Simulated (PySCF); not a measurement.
Compound: C4H9BF2Si.
Bonds: F1–B2, B2–F3, B2–Si4, Si4–C5, C5–C6, C6–C7, C7–C8, Si4–C8. Hydrogens: H9 on Si4; H10, H11 on C5; H12, H13 on C6; H14, H15 on C7; H16, H17 on C8.

The computed photoelectron lines, unassigned: B 1s: 198.82 eV; C 1s: 290.06 (area 2), 290.59 (area 2) eV; F 1s: 693.26 eV; Si 1s: 1845.86 eV; Si 2p3/2: 106.17 eV.

Method: delta-SCF UKS SCAN, pcX-2 on the ionised atom, pcseg-1 elsewhere, spin-free X2C in PySCF 2.14.0. One conformer (not necessarily the lowest) at the PBE0-D3(BJ)/def2-SVP geometry, without solvent, vibrations or thermal averaging.

Problem. Assign the C 1s lines to atoms.

Solution. 290.06 eV: C5/C8 (sp3 carbon bound to silicon); 290.59 eV: C6/C7 (ring CH2 carbon). Lowest listed C 1s: C5/C8, bonded to C, 2 H and Si. Highest, 0.53 eV above it: C6/C7, bonded to 2 C and 2 H.

Bonded neighbours of each site: F1/F3: B; B2: 2 F and Si; Si4: 2 C, H and B; C5/C8: C, 2 H and Si; C6/C7: 2 C and 2 H.

Problem. Which photon energy gives electrons from F 1s of F1/F3 a kinetic energy of 20 eV, and what is their de Broglie wavelength?

Solution. hν = 693.26 + 20 = 713.26 eV, recoil neglected; λ = 12.264 Å/√(E/eV) = 2.74 Å.

One atom of each set of topologically equivalent atoms was ionised and stands for the set; in this conformer not all members are related by symmetry, and their own values weren't computed. Spin contamination (⟨S²⟩ against 0.75 for a pure doublet) is marked for B 1s of B2 (0.86), which makes this value less certain. Spin–orbit coupling isn't in the SCF: each 2p doublet comes from a relaxed spin-free hole plus a matrix of the shell (mean-field spin–orbit coupling and the ground-state 2p splitting), with 2p3/2 averaged over its two sublevels. 2p1/2 minus 2p3/2 (ligand field included): Si 0.62 eV.
